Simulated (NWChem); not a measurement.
System: SiBr$_{2}$, singlet; SMILES Br[Si]Br

NWChem input:

```
start job
memory heap 200 mb stack 900 mb global 1100 mb
geometry units angstroms noautosym nocenter noautoz
  Si     0.000000     0.000000     1.190673
  Br     1.777981     0.000000    -0.233110
  Br    -1.777981     0.000000    -0.233110
end
basis spherical
  Si library 6-31g*
  Br library 6-31g*
end
dft
  xc pbe0
  iterations 150
end
cosmo
  do_cosmo_smd true
  solvent water
end
task dft energy
```

Low-valent species are run as closed-shell singlets; no triplet was tried in these runs. All runs use the structure optimised with PBE-D3(BJ)/def2-SVP. Solvent: water.

Level: PBE0/6-31G* with SMD (1 M gas to 1 M solution), gas-phase geometry. Reactions with the solvent are ignored.

What results follow from this input? (PBE0/6-31G* (spherical d), SMD on the gas-phase geometry.) Quantities: solvation free energy (kcal/mol); cavity-dispersion-structure term (kcal/mol); dipole in solution (D).


```yaml
solvation free energy (kcal/mol): -2.0
cavity-dispersion-structure term (kcal/mol): -0.8
dipole in solution (D): 1.65
```
